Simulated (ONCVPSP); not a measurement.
**Mo (Z = 42): one change to an ONCV potential, before and after**

- Element: molybdenum
- Generator: ONCVPSP 4.0.1
- Type: optimised norm-conserving Vanderbilt (ONCV)
- Functional: PBEsol
- Relativity: scalar-relativistic
- Frozen core: [Ar] 3d10
- Valence charge: 14
- Reference configuration: 4s2 4p6 4d5 5s1
- Partial waves: 4s+5s: rc 1.70 bohr, ncon 4, nbas 7, qcut 8.6 1/bohr, 2 projectors; 4p: rc 1.35 bohr, ncon 5, nbas 10, qcut 5.5 1/bohr, 2 projectors, debl 3.9 Ha; 4d: rc 1.65 bohr, ncon 5, nbas 8, qcut 4.9 1/bohr, 1 projector
- Local potential: polynomial inside 1.30 bohr (lpopt 4, dvloc0 2 Ha)
- Core correction: none

Change: p: qcut 8.2.

Cutoffs: the cutoffs (Ha) at which the residual kinetic energy of the hardest occupied pseudo-wave falls to 1 and 0.1 mHa per electron; they do not see the model core or the augmentation charge, which bear on the density cutoff. Errors are all-electron minus pseudo energies relative to the spin-unpolarised reference configuration.

Problem. How do hardness, ghosts and transferability respond?

Solution. The potential gets softer (110 Ha and 180 Ha → 57 Ha and 75 Ha); the errors of the 4 common tests hardly move; neither file shows a bound ghost.

| quantity | base | changed |
| --- | --- | --- |
| cutoff, loose | 110 Ha | 57 Ha |
| cutoff, tight | 180 Ha | 75 Ha |
| loose cutoff by channel | s 22 Ha, p 110 Ha, d 57 Ha | s 22 Ha, p 29 Ha, d 57 Ha |
| bound ghosts | none | none |
| GHOST(+) flags under 300 eV | none | none |
| error for 4s2 4p6 4d5 5s0, meV [ΔE 6.90 eV] | -1.7 | -1.6 |
| error for 4s2 4p6 4d4 5s0, meV [ΔE 22.36 eV] | -1.0 | -1.0 |
| error for 4s2 4p6 4d3 5s0, meV [ΔE 49.09 eV] | +2.0 | +1.9 |
| error for 4s2 4p6 4d4 5s1, meV [ΔE 8.08 eV] | +0.5 | +0.7 |
| s: phases at 1.73 bohr within 0.05 rad from the reference energy up to (Ha; the scan ends near 5) | to the end of the scan | to the end of the scan |
| p: phases at 1.37 bohr within 0.05 rad from the reference energy up to (Ha; the scan ends near 5) | to the end of the scan | to the end of the scan |
| d: phases at 1.68 bohr within 0.05 rad from the reference energy up to (Ha; the scan ends near 5) | 4.1 | 4.1 |
